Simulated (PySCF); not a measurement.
Electric field gradients and quadrupole coupling constants

Compound: C6H9NSi.
Geometry (PBE0-D3(BJ)/def2-SVP, Å), atoms numbered from 1 in this order:
```
atom  x, y, z in Å
Si1   -2.646   -0.114   -0.673
C2    -1.500   -1.030    0.530
C3    -0.087   -0.545    0.417
C4     0.379    0.532    1.186
C5     1.689    0.966    1.015
C6     2.496    0.317    0.083
C7     1.942   -0.741   -0.634
N8     0.690   -1.162   -0.477
H9    -2.682    1.340   -0.325
H10   -4.033   -0.665   -0.572
H11   -2.154   -0.266   -2.073
H12   -1.893   -0.899    1.550
H13   -1.534   -2.100    0.275
H14   -0.282    1.018    1.907
H15    2.076    1.801    1.604
H16    3.531    0.621   -0.085
H17    2.544   -1.279   -1.376
```

Field gradients from the PBE0/pcSseg-1 density (PySCF, non-relativistic), principal values in atomic units, ordered |Vxx| ≤ |Vyy| ≤ |Vzz|:

| atom | Vxx | Vyy | Vzz |
| --- | --- | --- | --- |
| N8 | 0.3909 | 0.7062 | -1.0971 |

Task: Find the asymmetry η = (Vxx − Vyy)/Vzz and the couplings χ = eQV/h (234.96 MHz × Q in barn × V in au), with Q(14N) = 0.02044 b.

Result: 
```json
{"atom": "N8", "environment": "pyridine-type nitrogen", "nucleus": "14N", "η": "0.29", "χzz (MHz)": "-5.27", "χxx (MHz)": "1.88", "χyy (MHz)": "3.39"}
```

Task: What is Vzz at N8 in SI units (1 au = 9.71736 × 10²¹ V/m²)?

Result: -1.0971 au = -10.660 × 10²¹ V/m².

Task: What couplings would deuterons (Q(2H) = 0.00286 b) have in place of the hydrogens, at this geometry?

Result: 
```json
{"atom": "H9", "bonded to": "Si1", "bond length (Å)": "1.496", "Vzz (au)": "0.1397", "η": "0.02", "χzz (kHz)": "94"}
{"atom": "H10", "bonded to": "Si1", "bond length (Å)": "1.496", "Vzz (au)": "0.1392", "η": "0.02", "χzz (kHz)": "94"}
{"atom": "H11", "bonded to": "Si1", "bond length (Å)": "1.492", "Vzz (au)": "0.1415", "η": "0.00", "χzz (kHz)": "95"}
{"atom": "H12", "bonded to": "C2", "bond length (Å)": "1.101", "Vzz (au)": "0.2931", "η": "0.05", "χzz (kHz)": "197"}
{"atom": "H13", "bonded to": "C2", "bond length (Å)": "1.100", "Vzz (au)": "0.2922", "η": "0.03", "χzz (kHz)": "196"}
{"atom": "H14", "bonded to": "C4", "bond length (Å)": "1.093", "Vzz (au)": "0.3035", "η": "0.08", "χzz (kHz)": "204"}
{"atom": "H15", "bonded to": "C5", "bond length (Å)": "1.093", "Vzz (au)": "0.3019", "η": "0.05", "χzz (kHz)": "203"}
{"atom": "H16", "bonded to": "C6", "bond length (Å)": "1.092", "Vzz (au)": "0.3058", "η": "0.07", "χzz (kHz)": "206"}
{"atom": "H17", "bonded to": "C7", "bond length (Å)": "1.097", "Vzz (au)": "0.2932", "η": "0.06", "χzz (kHz)": "197"}
```

Isolated species at its PBE0-D3(BJ)/def2-SVP geometry (one conformer only). With so small a basis the couplings can be 20 % off.
